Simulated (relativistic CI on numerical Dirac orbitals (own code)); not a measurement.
**Ligand-field terms of d7**

Computed with a parametric ligand-field model of a d^n configuration (Racah B and C, spin-orbit zeta, crystal field), exact diagonalisation.

Field parameters in Wybourne normalisation: Oh B⁴₀ = 21Dq, B⁴₄ = √(5/14) B⁴₀; Td as Oh with Dq negative (B⁴₀ = 21Dq, B⁴₄ = √(5/14) B⁴₀). The field is a parameter set, without covalency.

(1) Lowest levels for B = 540, C = 2040, ζ = 490 cm⁻¹, Oh, 10Dq = 35850 cm⁻¹?

(2) Lowest levels for B = 970, C = 4670, ζ = 640 cm⁻¹, Td, 10Dq = -10200 cm⁻¹?

(3) Lowest levels for B = 910, C = 4360, ζ = 450 cm⁻¹, Oh, 10Dq = 32200 cm⁻¹?

(4) Lowest levels for B = 340, C = 1220, ζ = 280 cm⁻¹, Oh, 10Dq = 12950 cm⁻¹?

(5) Lowest levels for B = 870, C = 3970, ζ = 440 cm⁻¹, Oh, 10Dq = 13150 cm⁻¹?

Answers

(1) Γ8 0 (S 0.50), Γ6 25194 (S 1.50), Γ8 25469 (S 1.50), Γ7 25957 (S 1.50), Γ8 25961 (S 1.50), Γ8 34022 (S 0.50), Γ6 34371 (S 0.50), Γ8 34650 (S 0.50), Γ7 34789 (S 0.50) cm⁻¹, with S from ⟨S²⟩ = S(S + 1). The ground level has 1.01 electrons in the cubic e pair.

(2) Γ8 0 (S 1.50), Γ8 9961 (S 1.50), Γ6 10087 (S 1.50), Γ8 10369 (S 1.50), Γ7 10528 (S 1.50), Γ6 16109 (S 1.49), Γ8 16523 (S 1.49), Γ7 17117 (S 1.50), Γ8 17206 (S 1.50) cm⁻¹, with S from ⟨S²⟩ = S(S + 1). The ground level has 3.99 electrons in the cubic e pair.

(3) Γ8 0 (S 0.50), Γ6 11323 (S 1.50), Γ8 11600 (S 1.50), Γ7 12072 (S 1.50), Γ8 12088 (S 1.50), Γ8 28991 (S 0.50), Γ6 29303 (S 0.50), Γ8 30064 (S 0.50), Γ7 30267 (S 0.50) cm⁻¹, with S from ⟨S²⟩ = S(S + 1). The ground level has 1.03 electrons in the cubic e pair.

(4) Γ8 0 (S 0.50), Γ6 6534 (S 1.50), Γ8 6703 (S 1.50), Γ7 7000 (S 1.50), Γ8 7008 (S 1.50), Γ8 11962 (S 0.50), Γ6 12177 (S 0.50), Γ8 12304 (S 0.50), Γ7 12388 (S 0.50) cm⁻¹, with S from ⟨S²⟩ = S(S + 1). The ground level has 1.02 electrons in the cubic e pair.

(5) Γ6 0 (S 1.50), Γ8 286 (S 1.50), Γ8 732 (S 1.49), Γ7 812 (S 1.50), Γ8 5921 (S 0.52), Γ6 12162 (S 1.50), Γ8 12184 (S 1.50), Γ8 12268 (S 1.49), Γ7 12445 (S 1.50) cm⁻¹, with S from ⟨S²⟩ = S(S + 1). The ground level has 2.06 electrons in the cubic e pair.
